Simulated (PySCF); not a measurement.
# Electron correlation in P+ (phosphorus, charge +1)

[Ne] 3s2 3p2, high-spin 3P determinant. Computed with PySCF 2.14 in aug-cc-pwCVQZ, with the non-relativistic Hamiltonian (point nucleus). Frozen: 1s2; 12 electrons correlated.

MP2 pair energies summed by pair of shells (mhartree):

| pair | energy | share (%) |
| --- | --- | --- |
| 2p-2p | -194.01 | 51.5 |
| 2s-2p | -61.36 | 16.3 |
| 3s-3p | -42.39 | 11.3 |
| 2p-3s | -22.55 | 6.0 |
| 3s-3s | -18.48 | 4.9 |
| 2p-3p | -15.53 | 4.1 |
| 2s-2s | -9.90 | 2.6 |
| 3p-3p | -6.79 | 1.8 |
| 2s-3s | -3.06 | 0.8 |
| 2s-3p | -2.51 | 0.7 |

Total MP2 correlation energy: -376.56 mhartree.

Same-spin part -95.58 and opposite-spin part -280.98 mhartree; SCS-MP2 scales them by 1/3 and 6/5 to -369.03 mhartree.
